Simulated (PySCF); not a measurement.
# Spin states and ions at one geometry of Pt(H2S)2

PySCF 2.14.0, RKS r2SCAN, Pt def2-SVP with ECP60, S def2-SVP, H def2-SVP; non-relativistic Hamiltonian with scalar-relativistic core potentials where named; density fitting; no spin-orbit coupling; singlets restricted, open shells unrestricted. The geometry is relaxed for charge 0, singlet, vacuum:

```xyz
7

Pt    0.1364    0.0000    0.0000
S     0.2684    0.0269    2.2348
H     0.3785    1.3390    2.5971
H    -1.0131   -0.0268    2.7052
S     0.2684   -0.0269   -2.2348
H     0.3785   -1.3390   -2.5971
H    -1.0131    0.0268   -2.7052
```

Energies count from the relaxed state; an electron taken off or put on is at rest in vacuum. Charges and spins are Mulliken's.

```json
{"state": "charge 0, singlet, vacuum", "energy (eV)": "0.00", "spin squared": "0.00", "charge on Pt1 (e)": "-0.46", "spin on Pt1 (e)": "0.00", "dipole about the centre of mass (D)": "1.32"}
{"state": "charge 0, triplet, vacuum", "energy (eV)": "3.98", "spin squared": "2.00", "charge on Pt1 (e)": "-0.39", "spin on Pt1 (e)": "1.55", "dipole about the centre of mass (D)": "1.44"}
```

Question: What does the state charge +1, doublet, vacuum give?

Answer: energy (eV) 7.79, spin squared 0.75, charge on Pt1 (e) 0.17, spin on Pt1 (e) 1.03, dipole about the centre of mass (D) 1.72.

With an electron taken off (doublet) the charges change, summed by element, by Pt +0.63 e, S +0.07 e, H +0.30 e. The vertical ionisation energy is 7.79 eV, against −ε(HOMO) = 4.46 eV of the relaxed state. The level lies 3.3 eV too high, as is usual for semilocal functionals and global hybrids, which keep a self-interaction error.

Open shells may have lower solutions than those found.

No frequency check is given that shows the relaxed geometry to be a minimum.
